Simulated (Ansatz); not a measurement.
System: sum formula H₄BSiO, net charge 0, doublet state. It need not be the lowest isomer of its formula. SMILES: [SiH3][B]O
Coordinates optimised at B3LYP-D3(BJ)/def2-TZVP (Ansatz, an electronic-structure program):
```xyz
7

O      1.7995    -0.4804     0.2395
B      0.8358     0.3859    -0.0750
Si    -1.1597     0.1237    -0.0975
H      2.7027    -0.1440     0.1831
H     -1.6638    -1.2240     0.2886
H     -1.6301     0.4243    -1.4721
H     -1.7482     1.1263     0.8242
```
Charge 0, spin multiplicity 2.

Wanted: atomisation energy (electronic, to ground-state atoms), in kcal/mol. Cores are frozen in the correlated levels unless marked. Open shells are spin-unrestricted. No spin-orbit coupling. No relativistic terms. The coupled-cluster limit lacks core correlation, which all-electron functionals hold. CBS marks a two-point X^-3 extrapolation of the correlation energy; Hartree-Fock from the larger set.

```
level                                                             program  atomisation energy (kcal/mol)
---------------------------------------------------------  --------------  -----------------------------
r2SCAN/def2-TZVPD                                                  Ansatz                          541.1
CAM-B3LYP-D4/def2-TZVPD                                    Ansatz + dftd4                          540.3
B2GP-PLYP/def2-TZVPD                                               Ansatz                          527.5
CCSD(T) with core electrons (1s frozen past Ne)/cc-pwCVTZ          Ansatz                            ___
CCSD(T)/CBS(cc-pV(T+d)Z,cc-pV(Q+d)Z)                               Ansatz                            ___
```

Problem. Fill in the missing entries.

Solution. 
- CCSD(T) with core electrons (1s frozen past Ne)/cc-pwCVTZ, atomisation energy (kcal/mol): 522.9
- CCSD(T)/CBS(cc-pV(T+d)Z,cc-pV(Q+d)Z), atomisation energy (kcal/mol): 535.2
